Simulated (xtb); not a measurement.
C2H9AlO4Si, charge -1, doublet, geometry from GFN2-xTB (such geometries of metal compounds can be far from the true shape) (a state made from the parent by changing its charge; the spin is typed, not shown lowest); GFN2-xTB in xtb.

xtb was given this input:
```
$ xtb mol.xyz --gfn 2 --chrg -1 --uhf 1 --json

# file mol.xyz
17

Al     0.29613628     1.34072167     1.48692641
C      0.99004365     2.79075700     0.12517843
H      2.02391253     2.59397359    -0.19474507
H      1.00821819     3.78866880     0.58317301
H      0.40749925     2.90014008    -0.80194805
C     -1.74288661     1.79575097     1.73977412
H     -2.32623864     1.95775478     0.82118841
H     -1.85655222     2.71569170     2.32885522
H     -2.27992104     1.01735300     2.30059904
O      0.30148160    -0.16025264     0.51868904
Si     0.09182957    -1.17809388    -0.68161485
O      0.89375051    -2.60211315    -0.51028021
O      0.65366512    -0.58605129    -2.10604036
O     -1.49211149    -1.61032325    -0.84943880
H      0.57829560    -3.13814135     0.21021391
H      1.05873673     0.26984134    -1.99235366
H     -2.08656454    -0.89047483    -0.65557083
```

**Question.** What does xtb print? Leave out banner, timings and long lists.

**Answer.** 
```
   ID    Z sym.   atoms
    1   13 Al     1
    2    6 C      2, 6
    3    1 H      3-5, 7-9, 15-17
    4    8 O      10, 12-14
    5   14 Si     11

           -------------------------------------------------
          |                Calculation Setup                |
           -------------------------------------------------

           -------------------------------------------------
          |                 G F N 2 - x T B                 |
           -------------------------------------------------

          ...................................................
          :                      SETUP                      :
          :.................................................:
          :  # basis functions                  53          :
          :  # atomic orbitals                  51          :
          :  # shells                           27          :
          :  # electrons                        49          :
          :  max. iterations                   250          :
          :  Hamiltonian                  GFN2-xTB          :
          :  restarted?                      false          :
          :  GBSA solvation                  false          :
          :  PC potential                    false          :
          :  electronic temp.          300.0000000     K    :
          :  accuracy                    1.0000000          :
          :  -> integral cutoff          0.2500000E+02      :
          :  -> integral neglect         0.1000000E-07      :
          :  -> SCF convergence          0.1000000E-05 Eh   :
          :  -> wf. convergence          0.1000000E-03 e    :
          :  Broyden damping             0.4000000          :
          :  net charge                         -1          :
          :  unpaired electrons                  1          :
          ...................................................

 iter      E             dE          RMSdq      gap      omega  full diag
   1    -28.4241452 -0.284241E+02  0.693E+00    2.91       0.0  T
   2    -28.4956487 -0.715036E-01  0.453E+00    3.09       1.0  T
   3    -28.5147520 -0.191032E-01  0.290E+00    3.22       1.0  T
   4    -28.5232379 -0.848595E-02  0.103E+00    3.40       1.0  T
   5    -28.5227662  0.471666E-03  0.501E-01    3.37       1.0  T
   6    -28.5245790 -0.181280E-02  0.277E-01    3.35       1.0  T
   7    -28.5246689 -0.898198E-04  0.983E-02    3.35       1.0  T
   8    -28.5246683  0.584562E-06  0.813E-02    3.35       1.0  T
[...]
         :: total energy             -28.308420266922 Eh    ::
[...]
 Mol. C8AA /au·bohr⁸  :     147182.513317
 Mol. α(0) /au        :        109.571088

Wiberg/Mayer (AO) data.
largest (>0.10) Wiberg bond orders for each atom

 ---------------------------------------------------------------------------
     #   Z sym  total        # sym  WBO       # sym  WBO       # sym  WBO
 ---------------------------------------------------------------------------
     1  13 Al   2.935 --    10 O    0.908     6 C    0.869     2 C    0.867
     2   6 C    3.798 --     4 H    0.966     3 H    0.957     5 H    0.950
                             1 Al   0.867
     3   1 H    0.998 --     2 C    0.957
     4   1 H    0.998 --     2 C    0.966
     5   1 H    0.999 --     2 C    0.950
     6   6 C    3.800 --     8 H    0.965     9 H    0.957     7 H    0.950
                             1 Al   0.869
     7   1 H    0.999 --     6 C    0.950
     8   1 H    0.997 --     6 C    0.965
     9   1 H    0.998 --     6 C    0.957
    10   8 O    2.306 --    11 Si   1.234     1 Al   0.908
    11  14 Si   4.412 --    10 O    1.234    13 O    1.048    12 O    1.038
                            14 O    1.028
    12   8 O    2.086 --    11 Si   1.038    15 H    0.913
    13   8 O    2.091 --    11 Si   1.048    16 H    0.902
    14   8 O    2.076 --    11 Si   1.028    17 H    0.906
    15   1 H    0.921 --    12 O    0.913
    16   1 H    0.911 --    13 O    0.902
    17   1 H    0.914 --    14 O    0.906
 ---------------------------------------------------------------------------

Topologies differ in total number of bonds
Writing topology from bond orders to xtbtopo.mol

molecular dipole:
                 x           y           z       tot (Debye)
 q only:        0.115      -1.315      -0.185
   full:       -0.311      -0.952      -0.464       2.805
molecular quadrupole (traceless):
                xx          xy          yy          xz          yz          zz
 q only:        6.369       1.757     -10.013       5.628     -13.712       3.644
  q+dip:        8.447       1.276      -8.109       2.953     -17.409      -0.338
   full:        7.684       1.416      -6.258       2.087     -16.617      -1.426

           -------------------------------------------------
          | TOTAL ENERGY              -28.308420266922 Eh   |
          | GRADIENT NORM               0.000055499320 Eh/α |
          | HOMO-LUMO GAP               3.354295300735 eV   |
           -------------------------------------------------

normal termination of xtb
```
